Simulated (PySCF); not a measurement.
# Spin states and ions at one geometry of [Bi(SH)2]+

PySCF 2.14.0, RKS r2SCAN, Bi def2-SVP with ECP60, S def2-SVP, H def2-SVP; non-relativistic Hamiltonian with scalar-relativistic core potentials where named; density fitting; no spin-orbit coupling; singlets restricted, open shells unrestricted. The geometry is relaxed for charge +1, singlet, vacuum:

```xyz
5

Bi    0.0000   -1.3932    0.3632
S     0.0000    0.1406    2.3019
H     0.0000    1.2974    1.5890
S     0.0000    0.3776   -1.3665
H     0.0000   -0.4948   -2.4088
```

Energies count from the relaxed state; an electron taken off or put on is at rest in vacuum. Charges and spins are Mulliken's.

```
                     state  energy (eV)  spin squared  charge on Bi1 (e)  spin on Bi1 (e)  dipole about the centre of mass (D)
charge +1, singlet, vacuum         0.00          0.00               0.87             0.00                                 1.48
charge +1, triplet, vacuum         1.97          2.01               0.62             0.82                                 2.19
 charge 0, doublet, vacuum        -7.07          0.75               0.39             0.85                                 2.38
```

What does the state charge +2, doublet, vacuum give?

energy (eV) 14.70, spin squared 0.84, charge on Bi1 (e) 1.13, spin on Bi1 (e) -0.34, dipole about the centre of mass (D) 3.74.

With an electron taken off (doublet) the charges change, summed by element, by Bi +0.26 e, S +0.62 e, H +0.13 e. The vertical ionisation energy is 14.70 eV, against −ε(HOMO) = 12.01 eV of the relaxed state. The level lies 2.7 eV too high, as is usual for semilocal functionals and global hybrids, which keep a self-interaction error.

With an electron put on (doublet) the charges change, summed by element, by Bi -0.48 e, S -0.40 e, H -0.12 e. The vertical electron affinity is 7.07 eV, against −ε(LUMO) = 9.65 eV of the relaxed state.

Open shells may have lower solutions than those found.

No frequency check is given that shows the relaxed geometry to be a minimum.
